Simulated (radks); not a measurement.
All-electron atom: Co III in [Ar] 3d7 (the NIST ground configuration).

Calculated with a radial shooting solver on a logarithmic mesh with Libxc functionals: Dirac Kohn-Sham, PBE, spin-unpolarised, spherical densities, finite nucleus; open shells fill j = l - 1/2 first; Fermi nuclear charge, rms radius 3.7875 fm.

Energy parts (Ry):
part                       energy
total                 -2784.46779
kinetic                2826.34342
electron-nucleus      -6642.09249
Hartree                1149.20250
exchange-correlation   -117.92122

Orbitals (lengths in bohr, moments of r in powers of bohr; <r^-3> diverges for s and p1/2):
| orbital | occ. | eigenvalue (Ry) | <r^2> | <r^-3> | <r> | small-component weight |
|---|---|---|---|---|---|---|
| 1s1/2 | 2 | -559.3613 | 0.004246 | - | 0.05619 | 9.45e-03 |
| 2s1/2 | 2 | -67.43001 | 0.07698 | - | 0.2553 | 1.75e-03 |
| 2p1/2 | 2 | -58.67856 | 0.06107 | - | 0.2228 | 1.74e-03 |
| 2p3/2 | 4 | -57.58880 | 0.06266 | 535.2 | 0.2259 | 1.71e-03 |
| 3s1/2 | 2 | -8.92420 | 0.6925 | - | 0.7743 | 3.83e-04 |
| 3p1/2 | 2 | -6.31517 | 0.7743 | - | 0.8100 | 3.40e-04 |
| 3p3/2 | 4 | -6.17943 | 0.7928 | 67.13 | 0.8197 | 3.34e-04 |
| 3d3/2 | 4 | -1.99584 | 1.353 | 6.131 | 1.019 | 2.20e-04 |
| 3d5/2 | 3 | -1.98130 | 1.367 | 6.008 | 1.024 | 2.18e-04 |

The highest occupied level is 3d5/2 at -26.957 eV. The density falls to 0.001 e/bohr^3 at r = 3.02 bohr. Summed over all electrons, <r^2> = 16.15 bohr^2, which gives a Langevin (diamagnetic) susceptibility term of -12.8 x 10^-6 cm^3/mol.
